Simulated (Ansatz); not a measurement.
Computed with Ansatz on PBE0-D4/def2-TZVP structures; ΔE is electronic, products minus reactants. CBS: MP2 limit from def2 TZ/QZ plus the TZ coupled-cluster correction, frozen cores. This one scheme is used for every species. DFT in def2-TZVPP. def2 core potentials past Kr. For In outer-core shells are correlated without core-valence functions, which leaves a few kJ/mol of doubt a bond. Each species was taken in one conformer, which may not be the lowest.

`[NH2][In]([Cl])[Cl]` + H₂S → `[SH][In]([Cl])[Cl]` + NH₃  (ligand exchange at the In–N bond)

`[NH2][In]([Cl])[Cl]`:

Z-matrix (Å, degrees):
```
N
In 1 2.000
H 1 1.010 2 115.7
H 1 1.010 2 115.7 3 -130.4
Cl 2 2.308 1 121.4 3 158.6
Cl 2 2.308 1 121.4 3 -28.1
```

H₂S:

Cartesian coordinates in Å:
```
S 0.581 -0.210 0.039
H 0.041 1.012 -0.070
H -0.622 -0.802 0.032
```

`[SH][In]([Cl])[Cl]`:

Z-matrix (Å, degrees):
```
In
S 1 2.354
Cl 1 2.309 2 121.0
Cl 1 2.303 2 121.9 3 -180.0
H 2 1.345 1 92.0 3 -0.3
```

NH₃:

```xyz
4

N    -0.138   -0.063    0.237
H     0.669   -0.659    0.103
H    -0.726   -0.171   -0.580
H     0.196    0.893    0.239
```

```json
{"species": "`[NH2][In]([Cl])[Cl]`", "r2SCAN-D4 energy (Eh)": "-1166.64239"}
{"species": "H₂S", "r2SCAN-D4 energy (Eh)": "-399.37429"}
{"species": "`[SH][In]([Cl])[Cl]`", "r2SCAN-D4 energy (Eh)": "-1509.49931"}
{"species": "NH₃", "r2SCAN-D4 energy (Eh)": "-56.54866"}
```

Task: Work out ΔE.

Result: ΔE = (-1509.49931) + (-56.54866) − (-1166.64239) − (-399.37429) = -0.03129 Eh = -82.2 kJ/mol. CCSD(T)/CBS gives -77.1 kJ/mol.

Largest T1 diagnostic among the species: 0.013.

From BLYP to BHLYP (50 % exact exchange), in def2-TZVPP and without D4, ΔE moves by −4.7 kJ/mol. In def2-TZVPP, CCSD(T) changes the Hartree–Fock value by +6.8 kJ/mol (the triples alone add −0.1 kJ/mol) and MP2 by +4.1 kJ/mol. Leaving LDA and LC-ωPBE aside and taking each functional with its dispersion term where it has one, the values, not all of them listed here, spread over 9.2 kJ/mol, from HSE06-D4 to CAM-B3LYP-D4.
